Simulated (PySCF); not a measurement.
# Steps of a relaxation of [Tl(H2O)]3+

[Tl(H2O)]3+ (singlet). PySCF 2.14.0, RKS PBE0, Tl def2-SVP with ECP60, O def2-SVP, H def2-SVP; non-relativistic Hamiltonian with scalar-relativistic core potentials where named; density fitting; no spin-orbit coupling. Origin of the start: displaced along the imaginary mode. Columns: position (Å) and force (eV/Å). Energies are counted from the last step; some of the 8 steps are shown. Forces carry noise of the integration grid, about 0.01 to 0.03 eV/Å.

Run from Python with OMP_NUM_THREADS=2. Where DIIS fails, smearing, a level shift and second-order steps follow.
It took 6 s on 2 threads of Arm Neoverse V1, on a shared host, from the converged density of the start.

```xyz
4
step 0  E = 0.124 eV
Tl    0.0000   -0.0006   -0.1766     0.00   -0.12   -0.64
O     0.0000    0.0393    1.9513     0.00   -0.02    1.74
H     0.8830   -0.2500    2.4751    -0.91    0.07   -0.55
H    -0.8830   -0.2500    2.4751     0.91    0.07   -0.55
```

```xyz
4
step 2  E = 0.036 eV
Tl    0.0000   -0.0186   -0.2087     0.00   -0.03   -0.21
O     0.0000    0.0980    2.0123     0.00    0.89   -0.72
H     0.8167   -0.2704    2.4606     0.82   -0.43    0.47
H    -0.8167   -0.2704    2.4606    -0.82   -0.43    0.47
```

```xyz
4
step 5  E = 0.000 eV
Tl    0.0000   -0.0211   -0.2407     0.00    0.01   -0.05
O     0.0000    0.1255    2.0184     0.00   -0.04    0.04
H     0.8297   -0.2829    2.4736     0.01    0.02    0.01
H    -0.8297   -0.2829    2.4736    -0.01    0.02    0.01
```

Q: Where does the relaxation end?

A: It converges at step 7 in Cs:
```xyz
4
step 7  E = 0
Tl    0.0000   -0.0202   -0.2490
O     0.0000    0.1233    2.0207
H     0.8308   -0.2822    2.4766
H    -0.8308   -0.2822    2.4766
```

Q: How did the contacts change?

A: 
```tsv
contact	start (Å)	end (Å)
Tl1–O2 (H2O)	2.128	2.274
```
